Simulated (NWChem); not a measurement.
SiI2, singlet; SMILES I[Si]I

Results from NWChem. Low-valent species are run as closed-shell singlets; no triplet was tried in these runs. All runs use the structure optimised with PBE0/def2-SVP. def2 effective core potentials on I; no spin-orbit coupling. Vertical excitations in the gas phase.

Problem. Predict the results for B3LYP/def2-SVP, TDA. Quantities: lowest excitation, singlet (eV); lowest state with f > 0.02, singlet (eV); oscillator strength of that bright state; lowest triplet (eV); orbital gap (eV).

Solution. The lowest excitation, singlet (eV) is 2.76 and the lowest state with f > 0.02, singlet (eV) comes out as 3.74. The oscillator strength of that bright state is 0.065. The lowest triplet (eV) comes out as 1.82 and the orbital gap (eV) is 3.50.
